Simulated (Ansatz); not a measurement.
**Molecular dynamics of GeH6O**

Input file:

```yaml
crystal:
  periodic: [false, false, false]
  atoms:
    - { symbol: Ge, position_ang: [-0.203151, 0.049553, -0.194376] }
    - { symbol: H, position_ang: [-0.242472, 0.678784, 1.621147] }
    - { symbol: H, position_ang: [1.130379, -0.649726, 0.187813] }
    - { symbol: H, position_ang: [-0.078398, 1.507873, -0.694432] }
    - { symbol: H, position_ang: [-0.787159, -0.795681, -1.385351] }
    - { symbol: O, position_ang: [-1.959948, -0.323063, 0.808166] }
    - { symbol: H, position_ang: [-2.124715, -1.277547, 0.969434] }
    - { symbol: H, position_ang: [-1.200535, 0.180108, 1.574099] }
basis:
  gaussian: { orbitals: def2-SVP }
hamiltonian:
  xc: pbe
md:
  timestep: 0.5
  n_steps: 200
  ensemble: nve
  temperature: 100.0
  initial_velocities: maxwell_boltzmann
  seed: 3554
```

Launched with:

```bash
$ ansatz run input.yaml --threads 1 --pin off --max-ram 2048MiB --backend cpu --events-out ev --progress --plain --runs-dir out
```

It starts at the highest image of a converged band. Of that band: Neighbouring images differ by up to 1.2 eV, so the band resolves the path poorly. A vibrational analysis at the climbing image gives one clearly imaginary mode, 1226i cm⁻¹: a first-order saddle point.

Output, in part (one step line in 3, the closing report, with atoms numbered from 0):

```
md step     0: t =     0.00 fs  T =   100.0 K  F+E_penalty+E_count = -58640.80133286 eV  E_kin = 0.077556 eV  conserved = -58640.72377686 eV  (25 SCF iters)
md step     3: t =     1.50 fs  T =    87.0 K  F+E_penalty+E_count = -58640.79115262 eV  E_kin = 0.067482 eV  conserved = -58640.72367062 eV  (29 SCF iters)
md step     6: t =     3.00 fs  T =    63.6 K  F+E_penalty+E_count = -58640.77284795 eV  E_kin = 0.049337 eV  conserved = -58640.72351070 eV  (29 SCF iters)
md step     9: t =     4.50 fs  T =    57.3 K  F+E_penalty+E_count = -58640.76786218 eV  E_kin = 0.044423 eV  conserved = -58640.72343920 eV  (29 SCF iters)
md step    12: t =     6.00 fs  T =    81.7 K  F+E_penalty+E_count = -58640.78682208 eV  E_kin = 0.063367 eV  conserved = -58640.72345516 eV  (28 SCF iters)
md step    15: t =     7.50 fs  T =   134.7 K  F+E_penalty+E_count = -58640.82802653 eV  E_kin = 0.104501 eV  conserved = -58640.72352545 eV  (27 SCF iters)
md step    18: t =     9.00 fs  T =   205.8 K  F+E_penalty+E_count = -58640.88318144 eV  E_kin = 0.159630 eV  conserved = -58640.72355129 eV  (27 SCF iters)
md step    21: t =    10.50 fs  T =   295.0 K  F+E_penalty+E_count = -58640.95219191 eV  E_kin = 0.228770 eV  conserved = -58640.72342213 eV  (27 SCF iters)
md step    24: t =    12.00 fs  T =   427.4 K  F+E_penalty+E_count = -58641.05484384 eV  E_kin = 0.331498 eV  conserved = -58640.72334587 eV  (27 SCF iters)
md step    27: t =    13.50 fs  T =   623.2 K  F+E_penalty+E_count = -58641.20676967 eV  E_kin = 0.483306 eV  conserved = -58640.72346379 eV  (27 SCF iters)
md step    30: t =    15.00 fs  T =   872.9 K  F+E_penalty+E_count = -58641.40067514 eV  E_kin = 0.676993 eV  conserved = -58640.72368174 eV  (26 SCF iters)
md step    33: t =    16.50 fs  T =  1137.6 K  F+E_penalty+E_count = -58641.60632344 eV  E_kin = 0.882251 eV  conserved = -58640.72407246 eV  (27 SCF iters)
md step    36: t =    18.00 fs  T =  1357.9 K  F+E_penalty+E_count = -58641.77713625 eV  E_kin = 1.053145 eV  conserved = -58640.72399164 eV  (27 SCF iters)
md step    39: t =    19.50 fs  T =  1540.2 K  F+E_penalty+E_count = -58641.91834133 eV  E_kin = 1.194520 eV  conserved = -58640.72382133 eV  (26 SCF iters)
md step    42: t =    21.00 fs  T =  1708.6 K  F+E_penalty+E_count = -58642.04914892 eV  E_kin = 1.325155 eV  conserved = -58640.72399345 eV  (25 SCF iters)
md step    45: t =    22.50 fs  T =  1846.6 K  F+E_penalty+E_count = -58642.15606632 eV  E_kin = 1.432159 eV  conserved = -58640.72390773 eV  (26 SCF iters)
md step    48: t =    24.00 fs  T =  1957.2 K  F+E_penalty+E_count = -58642.24207723 eV  E_kin = 1.517928 eV  conserved = -58640.72414954 eV  (25 SCF iters)
md step    51: t =    25.50 fs  T =  2004.5 K  F+E_penalty+E_count = -58642.27883653 eV  E_kin = 1.554594 eV  conserved = -58640.72424203 eV  (25 SCF iters)
md step    54: t =    27.00 fs  T =  1973.2 K  F+E_penalty+E_count = -58642.25425620 eV  E_kin = 1.530301 eV  conserved = -58640.72395514 eV  (24 SCF iters)
md step    57: t =    28.50 fs  T =  1902.2 K  F+E_penalty+E_count = -58642.19920013 eV  E_kin = 1.475239 eV  conserved = -58640.72396069 eV  (24 SCF iters)
md step    60: t =    30.00 fs  T =  1802.0 K  F+E_penalty+E_count = -58642.12129788 eV  E_kin = 1.397553 eV  conserved = -58640.72374501 eV  (24 SCF iters)
md step    63: t =    31.50 fs  T =  1704.8 K  F+E_penalty+E_count = -58642.04594595 eV  E_kin = 1.322145 eV  conserved = -58640.72380091 eV  (24 SCF iters)
md step    66: t =    33.00 fs  T =  1605.7 K  F+E_penalty+E_count = -58641.96923705 eV  E_kin = 1.245302 eV  conserved = -58640.72393553 eV  (25 SCF iters)
md step    69: t =    34.50 fs  T =  1492.7 K  F+E_penalty+E_count = -58641.88124368 eV  E_kin = 1.157683 eV  conserved = -58640.72356073 eV  (24 SCF iters)
md step    72: t =    36.00 fs  T =  1417.0 K  F+E_penalty+E_count = -58641.82256333 eV  E_kin = 1.098979 eV  conserved = -58640.72358461 eV  (24 SCF iters)
md step    75: t =    37.50 fs  T =  1386.1 K  F+E_penalty+E_count = -58641.79846520 eV  E_kin = 1.074980 eV  conserved = -58640.72348532 eV  (24 SCF iters)
md step    78: t =    39.00 fs  T =  1416.4 K  F+E_penalty+E_count = -58641.82197894 eV  E_kin = 1.098513 eV  conserved = -58640.72346621 eV  (24 SCF iters)
md step    81: t =    40.50 fs  T =  1500.7 K  F+E_penalty+E_count = -58641.88777300 eV  E_kin = 1.163852 eV  conserved = -58640.72392053 eV  (24 SCF iters)
md step    84: t =    42.00 fs  T =  1574.6 K  F+E_penalty+E_count = -58641.94500357 eV  E_kin = 1.221192 eV  conserved = -58640.72381149 eV  (24 SCF iters)
md step    87: t =    43.50 fs  T =  1640.6 K  F+E_penalty+E_count = -58641.99626940 eV  E_kin = 1.272408 eV  conserved = -58640.72386133 eV  (23 SCF iters)
md step    90: t =    45.00 fs  T =  1693.0 K  F+E_penalty+E_count = -58642.03687251 eV  E_kin = 1.313013 eV  conserved = -58640.72385913 eV  (24 SCF iters)
md step    93: t =    46.50 fs  T =  1735.4 K  F+E_penalty+E_count = -58642.06957495 eV  E_kin = 1.345873 eV  conserved = -58640.72370200 eV  (24 SCF iters)
md step    96: t =    48.00 fs  T =  1778.4 K  F+E_penalty+E_count = -58642.10337715 eV  E_kin = 1.379291 eV  conserved = -58640.72408604 eV  (23 SCF iters)
md step    99: t =    49.50 fs  T =  1774.4 K  F+E_penalty+E_count = -58642.10001785 eV  E_kin = 1.376133 eV  conserved = -58640.72388443 eV  (23 SCF iters)
md step   102: t =    51.00 fs  T =  1744.4 K  F+E_penalty+E_count = -58642.07660677 eV  E_kin = 1.352877 eV  conserved = -58640.72372990 eV  (25 SCF iters)
md step   105: t =    52.50 fs  T =  1714.0 K  F+E_penalty+E_count = -58642.05305585 eV  E_kin = 1.329298 eV  conserved = -58640.72375781 eV  (22 SCF iters)
md step   108: t =    54.00 fs  T =  1690.4 K  F+E_penalty+E_count = -58642.03451924 eV  E_kin = 1.311014 eV  conserved = -58640.72350524 eV  (23 SCF iters)
md step   111: t =    55.50 fs  T =  1702.0 K  F+E_penalty+E_count = -58642.04387212 eV  E_kin = 1.320031 eV  conserved = -58640.72384158 eV  (24 SCF iters)
md step   114: t =    57.00 fs  T =  1708.6 K  F+E_penalty+E_count = -58642.04904904 eV  E_kin = 1.325140 eV  conserved = -58640.72390947 eV  (23 SCF iters)
md step   117: t =    58.50 fs  T =  1690.3 K  F+E_penalty+E_count = -58642.03489763 eV  E_kin = 1.310920 eV  conserved = -58640.72397745 eV  (23 SCF iters)
md step   120: t =    60.00 fs  T =  1632.7 K  F+E_penalty+E_count = -58641.99036476 eV  E_kin = 1.266286 eV  conserved = -58640.72407860 eV  (23 SCF iters)
md step   123: t =    61.50 fs  T =  1530.3 K  F+E_penalty+E_count = -58641.91043907 eV  E_kin = 1.186817 eV  conserved = -58640.72362180 eV  (22 SCF iters)
md step   126: t =    63.00 fs  T =  1443.2 K  F+E_penalty+E_count = -58641.84302616 eV  E_kin = 1.119286 eV  conserved = -58640.72374055 eV  (22 SCF iters)
md step   129: t =    64.50 fs  T =  1367.0 K  F+E_penalty+E_count = -58641.78392430 eV  E_kin = 1.060185 eV  conserved = -58640.72373933 eV  (24 SCF iters)
md step   132: t =    66.00 fs  T =  1301.2 K  F+E_penalty+E_count = -58641.73267333 eV  E_kin = 1.009134 eV  conserved = -58640.72353979 eV  (24 SCF iters)
md step   135: t =    67.50 fs  T =  1272.4 K  F+E_penalty+E_count = -58641.71038512 eV  E_kin = 0.986790 eV  conserved = -58640.72359484 eV  (24 SCF iters)
md step   138: t =    69.00 fs  T =  1284.4 K  F+E_penalty+E_count = -58641.71938520 eV  E_kin = 0.996122 eV  conserved = -58640.72326272 eV  (24 SCF iters)
md step   141: t =    70.50 fs  T =  1379.9 K  F+E_penalty+E_count = -58641.79367492 eV  E_kin = 1.070217 eV  conserved = -58640.72345772 eV  (23 SCF iters)
md step   144: t =    72.00 fs  T =  1532.3 K  F+E_penalty+E_count = -58641.91216082 eV  E_kin = 1.188363 eV  conserved = -58640.72379761 eV  (23 SCF iters)
md step   147: t =    73.50 fs  T =  1687.4 K  F+E_penalty+E_count = -58642.03251791 eV  E_kin = 1.308688 eV  conserved = -58640.72382943 eV  (22 SCF iters)
md step   150: t =    75.00 fs  T =  1829.2 K  F+E_penalty+E_count = -58642.14283492 eV  E_kin = 1.418684 eV  conserved = -58640.72415069 eV  (23 SCF iters)
md step   153: t =    76.50 fs  T =  1915.2 K  F+E_penalty+E_count = -58642.20935547 eV  E_kin = 1.485356 eV  conserved = -58640.72399985 eV  (22 SCF iters)
md step   156: t =    78.00 fs  T =  1960.8 K  F+E_penalty+E_count = -58642.24459290 eV  E_kin = 1.520687 eV  conserved = -58640.72390619 eV  (21 SCF iters)
md step   159: t =    79.50 fs  T =  1973.8 K  F+E_penalty+E_count = -58642.25493462 eV  E_kin = 1.530820 eV  conserved = -58640.72411470 eV  (23 SCF iters)
md step   162: t =    81.00 fs  T =  1927.3 K  F+E_penalty+E_count = -58642.21869688 eV  E_kin = 1.494741 eV  conserved = -58640.72395624 eV  (23 SCF iters)
md step   165: t =    82.50 fs  T =  1838.7 K  F+E_penalty+E_count = -58642.15004867 eV  E_kin = 1.426017 eV  conserved = -58640.72403216 eV  (23 SCF iters)
md step   168: t =    84.00 fs  T =  1706.6 K  F+E_penalty+E_count = -58642.04742271 eV  E_kin = 1.323595 eV  conserved = -58640.72382721 eV  (23 SCF iters)
md step   171: t =    85.50 fs  T =  1568.2 K  F+E_penalty+E_count = -58641.93975748 eV  E_kin = 1.216221 eV  conserved = -58640.72353632 eV  (23 SCF iters)
md step   174: t =    87.00 fs  T =  1465.8 K  F+E_penalty+E_count = -58641.86043163 eV  E_kin = 1.136779 eV  conserved = -58640.72365252 eV  (23 SCF iters)
md step   177: t =    88.50 fs  T =  1393.1 K  F+E_penalty+E_count = -58641.80391117 eV  E_kin = 1.080450 eV  conserved = -58640.72346092 eV  (23 SCF iters)
md step   180: t =    90.00 fs  T =  1369.3 K  F+E_penalty+E_count = -58641.78567526 eV  E_kin = 1.062004 eV  conserved = -58640.72367165 eV  (23 SCF iters)
md step   183: t =    91.50 fs  T =  1366.0 K  F+E_penalty+E_count = -58641.78312370 eV  E_kin = 1.059378 eV  conserved = -58640.72374599 eV  (23 SCF iters)
md step   186: t =    93.00 fs  T =  1377.3 K  F+E_penalty+E_count = -58641.79159759 eV  E_kin = 1.068174 eV  conserved = -58640.72342371 eV  (23 SCF iters)
md step   189: t =    94.50 fs  T =  1442.8 K  F+E_penalty+E_count = -58641.84260577 eV  E_kin = 1.118985 eV  conserved = -58640.72362053 eV  (22 SCF iters)
md step   192: t =    96.00 fs  T =  1542.5 K  F+E_penalty+E_count = -58641.91995404 eV  E_kin = 1.196332 eV  conserved = -58640.72362166 eV  (22 SCF iters)
md step   195: t =    97.50 fs  T =  1662.8 K  F+E_penalty+E_count = -58642.01352951 eV  E_kin = 1.289587 eV  conserved = -58640.72394254 eV  (22 SCF iters)
md step   198: t =    99.00 fs  T =  1752.4 K  F+E_penalty+E_count = -58642.08325672 eV  E_kin = 1.359085 eV  conserved = -58640.72417192 eV  (25 SCF iters)
md step   200: t =   100.00 fs  T =  1776.1 K  F+E_penalty+E_count = -58642.10135803 eV  E_kin = 1.377453 eV  conserved = -58640.72390518 eV  (24 SCF iters)
Total energy: -58642.10140401 eV, -2155.0574775534 hartree
Atom 0 at    -0.300900    -0.019492    -0.273595 Å, force     0.566814    -0.077873     0.655412 eV/Å
Atom 1 at     2.447973     4.605119     8.177147 Å, force     0.246888     0.420396     0.355883 eV/Å
Atom 2 at     0.575510    -0.637316     0.873199 Å, force     0.318190     0.194672    -0.405267 eV/Å
Atom 3 at    -0.366026     1.520344    -0.114408 Å, force     0.130466     0.054100    -0.171348 eV/Å
Atom 4 at     0.247223    -0.426687    -1.708058 Å, force    -0.480236    -0.023806     0.374596 eV/Å
Atom 5 at    -1.889513    -0.532356     0.375280 Å, force    -0.985908    -0.550668    -0.590800 eV/Å
Atom 6 at    -2.423051    -1.202421    -0.110495 Å, force     0.450709     0.403603     0.137448 eV/Å
Atom 7 at     2.140715     4.081645     7.734142 Å, force    -0.246923    -0.420423    -0.355925 eV/Å
Dipole moment:    -0.002551    -0.167410    -0.316300 e Å
```

All steps were run. The conserved energy stayed within 0.071 meV per atom of its start (net change -0.016 meV per atom), so the integration is sound. The kinetic energy rose, since the run started high on the potential surface and went downhill. It ends in pieces (GeH4O + H2), so much of that is their flight and rotation, not heat. A run of 0.1 ps of so small a system gives no equilibrium averages. The orbitals stay closed-shell, which can raise the energy where a bond breaks towards radicals; this wasn't checked here.

Between its relaxed ends the band would form Ge1–O6, H2–H8 and break Ge1–H2, O6–H8. These pairs go: Ge1–O6 2.06 → 1.79 Å, H2–H8 1.08 → 0.75 Å, Ge1–H2 1.92 → 10.02 Å, O6–H8 1.19 → 9.58 Å. In the last frame they stand as after the step (other bonds may differ from the relaxed reactants and products). It ends as GeH4O + H2. Pairs count as bonded within 1.25 times the sum of covalent radii (0.12 Å more for H–H).

Last frame:

```xyz
8
Properties=species:S:1:pos:R:3
Ge -0.301 -0.019 -0.274
H 2.448 4.605 8.177
H 0.576 -0.637 0.873
H -0.366 1.520 -0.114
H 0.247 -0.427 -1.708
O -1.889 -0.532 0.375
H -2.423 -1.202 -0.111
H 2.141 4.082 7.734
```

Run time: 4.9 min on 1 thread of Arm Neoverse V1 (shared host), peak memory 0.15 GiB.
